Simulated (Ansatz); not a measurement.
Geometry optimisation, Ansatz, RKS r2SCAN/def2-SVP.

Input:

```yaml
crystal:
  periodic: [false, false, false]
  atoms:
    - { symbol: Hf, position_ang: [-0.113041, 0.073627, 0.006827] }
    - { symbol: O, position_ang: [-0.236808, 0.124232, 2.00835] }
    - { symbol: H, position_ang: [-0.520501, -0.047617, 2.907381] }
    - { symbol: F, position_ang: [1.694599, 0.245547, -0.600918] }
    - { symbol: F, position_ang: [-1.051473, 1.584982, -0.681467] }
    - { symbol: F, position_ang: [-0.954943, -1.456228, -0.777447] }
    - { symbol: P, position_ang: [1.734295, -2.871268, 1.460897] }
    - { symbol: H, position_ang: [0.702089, -3.32076, 0.579864] }
    - { symbol: H, position_ang: [2.448373, -2.195996, 0.423543] }
    - { symbol: H, position_ang: [1.012511, -1.700419, 1.847171] }
basis:
  gaussian: { orbitals: def2-SVP }
hamiltonian:
  xc: r2scan
relax:
  f_tol: 0.03
  max_steps: 50
output:
  orbitals: {}
```

Launched with:

```bash
$ ansatz run input.yaml --threads 4 --pin off --max-ram 5120MiB --backend cpu --events-out ev --progress --plain --runs-dir out
```

Question: Where does it end, and by what steps?

Answer: The forces met the threshold. The force dipped under the threshold on the way, but the program's further checks kept it going. After 11 steps the energy has fallen by 0.142 eV; H10 moved furthest, 0.44 Å.

| step | energy less start (eV) | largest force component (eV/Å) | accepted |
| --- | --- | --- | --- |
| 0 | 0.0000 | 1.923 | yes |
| 1 | -0.1083 | 0.347 | yes |
| 2 | -0.1192 | 0.102 | yes |
| 3 | -0.1289 | 0.123 | yes |
| 4 | -0.1327 | 0.137 | yes |
| 5 | -0.1356 | 0.147 | yes |
| 6 | -0.1390 | 0.071 | yes |
| 7 | -0.1409 | 0.095 | yes |
| 8 | -0.1413 | 0.161 | yes |
| 9 | -0.1419 | 0.045 | yes |
| 10 | -0.1421 | 0.009 | yes |
| 11 | -0.1422 | 0.016 | yes |

```xyz
10
Properties=species:S:1:pos:R:3
Hf -0.167 0.091 0.033
O -0.385 0.220 1.932
H -0.486 0.267 2.883
F 1.678 0.231 -0.484
F -1.081 1.567 -0.770
F -0.967 -1.507 -0.670
P 1.811 -3.058 1.306
H 0.720 -3.224 0.397
H 2.464 -2.094 0.479
H 1.128 -2.057 2.069
```

Whether the end is a true minimum wasn't checked by a vibrational analysis.

The run took 49 s on 4 threads of Arm Neoverse V2, on a shared host, peak memory 0.23 GiB.
